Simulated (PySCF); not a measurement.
# Bromine: a sound run and one with changed settings

Sound run: Br+ [Ar] 3d10 4s2 4p4, Br(2+) [Ar] 3d10 4s2 4p3. All numbers are calculated (PySCF 2.14, no relativity, point nucleus, in def2-TZVP). In the sound run the correlated levels freeze [Ar] 3d10. The sound run starts from symmetry-adapted Hartree-Fock orbitals and uses a fine grid where one is needed.

Changed run: a valence shell is frozen. This setting is unsound on purpose.

```
species   method  sound run (hartree)  changed run (hartree)  converged
    Br+      MP2          -2572.10699            -2572.05027        yes
    Br+  CCSD(T)          -2572.12992            -2572.05917        yes
 Br(2+)      MP2          -2571.33760            -2571.27569        yes
 Br(2+)  CCSD(T)          -2571.35531            -2571.28056        yes
```

Ionisation energy of Br+:

```tsv
method	sound run (eV)	changed run (eV)
UHF	20.261	20.261
MP2	20.936	21.077
SCS-MP2	21.005	21.248
CCSD	21.054	21.163
CCSD(T)	21.078	21.187
```

Freezing a valence shell removes pair correlation that changes on ionisation.

For comparison, NIST gives 21.591 eV between the lowest levels.
